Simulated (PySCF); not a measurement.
C9H12Si.
Atom-mapped SMILES: `[cH:1]1[cH:2][cH:3][c:4]([CH:5]2[CH2:6][SiH2:7][CH2:8]2)[cH:9][cH:10]1` (hydrogens: H11 on C1; H12 on C2; H13 on C3; H14 on C5; H15, H16 on C6; H17, H18 on Si7; H19, H20 on C8; H21 on C9; H22 on C10)

The same species was optimised twice, with GFN2-xTB and with PBE0-D3(BJ)/def2-SVP (PySCF), and the same property calculations (PySCF, gas phase) were run on both structures.

```tsv
coordinate	GFN2-xTB	PBE0-D3(BJ)/def2-SVP	change
C5–C6 (Å)	1.553	1.571	+0.018
C5–C8 (Å)	1.553	1.571	+0.018
C6–Si7 (Å)	1.909	1.895	-0.014
Si7–C8 (Å)	1.909	1.895	-0.014
C3–C4 (Å)	1.391	1.403	+0.012
C9–C10 (Å)	1.384	1.395	+0.011
C1–C2 (Å)	1.385	1.395	+0.010
C2–C3 (Å)	1.382	1.392	+0.010
C1–C10 (Å)	1.383	1.393	+0.010
C4–C5 (Å)	1.497	1.506	+0.009
C4–C9 (Å)	1.389	1.398	+0.009
C6–Si7–C8 (°)	76.8	80.1	+3.3
C5–C6–Si7 (°)	91.7	89.0	-2.7
C5–C8–Si7 (°)	91.7	89.0	-2.7
C6–C5–C8 (°)	99.6	101.7	+2.1
C4–C5–C6 (°)	112.9	113.7	+0.8
C4–C5–C8 (°)	113.1	113.8	+0.7
C3–C4–C5 (°)	120.5	120.9	+0.4
C3–C4–C9 (°)	118.5	118.2	-0.3
C3–C4–C5–C6 (°)	56	58	+2
```

Rotational constants: A = 3047, B = 666.0, C = 608.6 MHz (GFN2-xTB) against A = 3009, B = 656.4, C = 602.5 MHz (PBE0-D3(BJ)/def2-SVP). Point groups within 0.08 Å: Cs and Cs.

On the GFN2-xTB structure: HOMO (eV) -6.96 [PBE0/pcSseg-1]; LUMO (eV) -0.27 [PBE0/pcSseg-1]; dipole (D) 0.30 [PBE0/pcSseg-1]; GIAO shielding of C1 (ppm) 55.8 [PBE0/pcSseg-1]; GIAO shielding of C2/C10 (mean) (ppm) 52.8 [PBE0/pcSseg-1]; GIAO shielding of C3/C9 (mean) (ppm) 55.3 [PBE0/pcSseg-1]; GIAO shielding of C4 (ppm) 26.7 [PBE0/pcSseg-1]; GIAO shielding of C5 (ppm) 144.1 [PBE0/pcSseg-1]; GIAO shielding of C6/C8 (mean) (ppm) 165.8 [PBE0/pcSseg-1]; GIAO shielding of Si7 (ppm) 388.0 [PBE0/pcSseg-1].

What do these properties become on the PBE0-D3(BJ)/def2-SVP structure?

```tsv
property	level	on GFN2-xTB	on PBE0-D3(BJ)/def2-SVP	change
HOMO (eV)	PBE0/pcSseg-1	-6.96	-6.98	-0.02
LUMO (eV)	PBE0/pcSseg-1	-0.27	-0.34	-0.07
dipole (D)	PBE0/pcSseg-1	0.30	0.39	+0.09
energy, GFN2-xTB geometry as zero (kcal/mol)	PBE0/pcSseg-1	0.0	-1.8	-1.8
GIAO shielding of C1 (ppm)	PBE0/pcSseg-1	55.8	53.0	-2.8
GIAO shielding of C2/C10 (mean) (ppm)	PBE0/pcSseg-1	52.8	50.1	-2.7
GIAO shielding of C3/C9 (mean) (ppm)	PBE0/pcSseg-1	55.3	52.5	-2.8
GIAO shielding of C4 (ppm)	PBE0/pcSseg-1	26.7	25.9	-0.8
GIAO shielding of C5 (ppm)	PBE0/pcSseg-1	144.1	140.0	-4.1
GIAO shielding of C6/C8 (mean) (ppm)	PBE0/pcSseg-1	165.8	165.9	+0.1
GIAO shielding of Si7 (ppm)	PBE0/pcSseg-1	388.0	380.8	-7.2
```

The heavy atoms differ by 0.032 Å rms after alignment. Among bonds between heavy atoms C5–C6 and C5–C8 change most and about equally (+0.018 Å). Changes are differences of the printed values. Neither structure is proved a minimum here.

Shape of the structure used: `[cH:1]1[cH:2][cH:3][c:4]([CH:5]2[CH2:6][SiH2:7][CH2:8]2)[cH:9][cH:10]1`: C3–C4–C5–C6 58°.
